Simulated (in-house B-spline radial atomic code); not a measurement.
Orbital energies and mean radii along the 52-electron series, configuration [Kr] 4d10 4f6. The effective charge is n√(-2ε), a non-relativistic measure. Computed with a B-spline radial code for spherical atoms: non-relativistic Hartree-Fock, average of the configuration, point nuclei.

This level leaves out relativity, spin-orbit splitting included, which matters for heavy ions.

```json
{"ion": "Er16+", "Z": "68", "energy of 4f (Eh)": "-13.581", "mean radius of 4f (bohr)": "0.578", "energy of 3d (Eh)": "-67.894", "mean radius of 3d (bohr)": "0.20464", "energy of 4p (Eh)": "-25.262", "mean radius of 4p (bohr)": "0.54034", "effective charge of 4f": "20.847"}
{"ion": "Tm17+", "Z": "69", "energy of 4f (Eh)": "-15.109", "mean radius of 4f (bohr)": "0.55572", "energy of 3d (Eh)": "-71.775", "mean radius of 3d (bohr)": "0.20078", "energy of 4p (Eh)": "-27.175", "mean radius of 4p (bohr)": "0.52794", "effective charge of 4f": "21.988"}
{"ion": "Yb18+", "Z": "70", "energy of 4f (Eh)": "-16.705", "mean radius of 4f (bohr)": "0.53543", "energy of 3d (Eh)": "-75.774", "mean radius of 3d (bohr)": "0.19706", "energy of 4p (Eh)": "-29.156", "mean radius of 4p (bohr)": "0.51607", "effective charge of 4f": "23.12"}
{"ion": "Lu19+", "Z": "71", "energy of 4f (Eh)": "-18.368", "mean radius of 4f (bohr)": "0.51684", "energy of 3d (Eh)": "-79.889", "mean radius of 3d (bohr)": "0.19347", "energy of 4p (Eh)": "-31.203", "mean radius of 4p (bohr)": "0.5047", "effective charge of 4f": "24.244"}
{"ion": "Hf20+", "Z": "72", "energy of 4f (Eh)": "-20.099", "mean radius of 4f (bohr)": "0.49972", "energy of 3d (Eh)": "-84.12", "mean radius of 3d (bohr)": "0.19001", "energy of 4p (Eh)": "-33.316", "mean radius of 4p (bohr)": "0.49381", "effective charge of 4f": "25.361"}
{"ion": "Ta21+", "Z": "73", "energy of 4f (Eh)": "-21.897", "mean radius of 4f (bohr)": "0.48387", "energy of 3d (Eh)": "-88.467", "mean radius of 3d (bohr)": "0.18667", "energy of 4p (Eh)": "-35.495", "mean radius of 4p (bohr)": "0.48337", "effective charge of 4f": "26.471"}
{"ion": "W22+", "Z": "74", "energy of 4f (Eh)": "?", "mean radius of 4f (bohr)": "?", "energy of 3d (Eh)": "?", "mean radius of 3d (bohr)": "?", "energy of 4p (Eh)": "?", "mean radius of 4p (bohr)": "?", "effective charge of 4f": "?"}
{"ion": "Re23+", "Z": "75", "energy of 4f (Eh)": "-25.691", "mean radius of 4f (bohr)": "0.45542", "energy of 3d (Eh)": "-97.506", "mean radius of 3d (bohr)": "0.18033", "energy of 4p (Eh)": "-40.05", "mean radius of 4p (bohr)": "0.46373", "effective charge of 4f": "28.672"}
{"ion": "Os24+", "Z": "76", "energy of 4f (Eh)": "-27.687", "mean radius of 4f (bohr)": "0.44258", "energy of 3d (Eh)": "-102.2", "mean radius of 3d (bohr)": "0.17731", "energy of 4p (Eh)": "-42.425", "mean radius of 4p (bohr)": "0.45449", "effective charge of 4f": "29.765"}
{"ion": "Ir25+", "Z": "77", "energy of 4f (Eh)": "?", "mean radius of 4f (bohr)": "?", "energy of 3d (Eh)": "?", "mean radius of 3d (bohr)": "?", "energy of 4p (Eh)": "?", "mean radius of 4p (bohr)": "?", "effective charge of 4f": "?"}
{"ion": "Pt26+", "Z": "78", "energy of 4f (Eh)": "-31.874", "mean radius of 4f (bohr)": "0.41921", "energy of 3d (Eh)": "-111.92", "mean radius of 3d (bohr)": "0.17157", "energy of 4p (Eh)": "-47.368", "mean radius of 4p (bohr)": "0.43707", "effective charge of 4f": "31.937"}
{"ion": "Au27+", "Z": "79", "energy of 4f (Eh)": "-34.066", "mean radius of 4f (bohr)": "0.40853", "energy of 3d (Eh)": "-116.96", "mean radius of 3d (bohr)": "0.16884", "energy of 4p (Eh)": "-49.936", "mean radius of 4p (bohr)": "0.42884", "effective charge of 4f": "33.017"}
{"ion": "Hg28+", "Z": "80", "energy of 4f (Eh)": "?", "mean radius of 4f (bohr)": "?", "energy of 3d (Eh)": "?", "mean radius of 3d (bohr)": "?", "energy of 4p (Eh)": "?", "mean radius of 4p (bohr)": "?", "effective charge of 4f": "?"}
{"ion": "Tl29+", "Z": "81", "energy of 4f (Eh)": "-38.643", "mean radius of 4f (bohr)": "0.38889", "energy of 3d (Eh)": "-127.37", "mean radius of 3d (bohr)": "0.16362", "energy of 4p (Eh)": "-55.265", "mean radius of 4p (bohr)": "0.41328", "effective charge of 4f": "35.165"}
```

(1) Fill in the row of W22+.

(2) Fill in the row of Ir25+.

(3) Fill in the row of Hg28+.

(4) How does the screening of 4f change?

Results:

(1) energy of 4f (Eh): -23.761; mean radius of 4f (bohr): 0.46915; energy of 3d (Eh): -92.929; mean radius of 3d (bohr): 0.18345; energy of 4p (Eh): -37.74; mean radius of 4p (bohr): 0.47335; effective charge of 4f: 27.574.

(2) energy of 4f (Eh): -29.748; mean radius of 4f (bohr): 0.43054; energy of 3d (Eh): -107; mean radius of 3d (bohr): 0.1744; energy of 4p (Eh): -44.864; mean radius of 4p (bohr): 0.44561; effective charge of 4f: 30.853.

(3) energy of 4f (Eh): -36.322; mean radius of 4f (bohr): 0.39844; energy of 3d (Eh): -122.1; mean radius of 3d (bohr): 0.16619; energy of 4p (Eh): -52.569; mean radius of 4p (bohr): 0.42092; effective charge of 4f: 34.093.

(4) Z less the effective charge goes from 47.15 at Z = 68 to 45.84 at Z = 81.
